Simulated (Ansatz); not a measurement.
## Strength of the C–Ge bond: GeH2(CH3)I → GeH2I + CH3

Species: GeH2(CH3)I, singlet; GeH2I `[GeH2][I]`, doublet; CH3 (methyl radical) `[CH3]`, doublet. 

Shapes, held fixed at every level: PBE0-D4/def2-TZVP. Programs: Ansatz 0.2.0. The zero-point and thermal change to 298 K, harmonic and unscaled (PBE0-D4/def2-TZVP), is -17.2 kJ/mol.

```
                level                   kind  ΔH(298 K) (kJ/mol)  less CCSD(T)/def2-TZVPP  CPU time (sum over the molecules)
    PBE-D4/def2-TZVPP                    GGA              +317.8                    -11.8                               12 s
 r2SCAN-D4/def2-TZVPP               meta-GGA              +301.9                    -27.7                               24 s
  B3LYP-D4/def2-TZVPP          global hybrid              +307.5                    -22.1                               19 s
r2SCAN0-D4/def2-TZVPP          global hybrid              +302.5                    -27.1                               27 s
    B2PLYP/def2-TZVPP          double hybrid              +314.6                    -15.0                               27 s
      CCSD/def2-TZVPP  coupled cluster or CI              +321.1                     -8.5                                  –
   CCSD(T)/def2-TZVPP  coupled cluster or CI              +329.6                      0.0                            5.5 min
```

The highest level, CCSD(T)/def2-TZVPP, gives ΔH(298 K) = +329.6 kJ/mol; the levels span +301.9 to +329.6. The column of differences is taken from that level and isn't an error. No measured value is set beside it here. Open shells run unrestricted unless RO is named. For atoms past krypton def2 sets carry core potentials with scalar relativity. Relativity is left out for Ge unless named. Correlated rows may include outer-core shells of Ge, I, which these sets cover unevenly. Times are processor times on shared x86 and Arm servers, and rough.
